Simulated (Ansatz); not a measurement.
Total energies of the cluster Ca3Te2 (the lowest singlet isomer of a short search) from Ansatz at PBE-D4/def2-TZVP, gas phase (1 Eh = 27.2114 eV = 2625.5 kJ/mol). The reference geometry is relaxed at PBE-D4/def2-SVP.

```xyz
5

Ca   -0.0876   -0.8130   -1.9200
Ca   -0.3706    2.0334    0.2871
Ca    0.4578   -1.2192    1.6316
Te   -2.0866   -0.4194    0.2733
Te    2.0871    0.4182   -0.2719
```

```csv
state,geometry,energy (Eh)
charge 0 singlet,reference,-2568.36485
charge 1 doublet,reference,-2568.19380
charge 0 triplet,relaxed at PBE-D4/def2-SVP,-2568.35048
charge 0 quintet,relaxed at PBE-D4/def2-SVP,-2568.27725
free Ca atom (singlet),–,-677.32879
free Te atom (triplet),–,-267.97310
```

In the def2 sets Te takes a core potential; there is no spin–orbit coupling.

Q: Work out the vertical ionisation energy to the doublet.

A: E(charge 1 doublet) − E(charge 0 singlet) = -2568.19380 − (-2568.36485) = 0.17105 Eh = 4.65 eV. For comparison, −ε of the highest occupied level is 3.12 eV at this level, 1.53 eV less.

Q: Which of the charge 0 states is lowest, and how far above it are the others?

A: The singlet. triplet: -2568.35048 − (-2568.36485) = 0.01437 Eh = 37.7 kJ/mol; quintet: -2568.27725 − (-2568.36485) = 0.08760 Eh = 230.0 kJ/mol. The quintet differs in its bonds from the reference.

Q: What is the binding energy per atom against free atoms?

A: Atoms: 3 × (-677.32879) + 2 × (-267.97310) = -2567.93257 Eh. Binding: -2567.93257 − (-2568.36485) = 0.43228 Eh = 11.76 eV, or 2.35 eV for each of 5 atoms (no zero-point energy, no counterpoise term).

The structure comes from a short search, and lower isomers may exist.
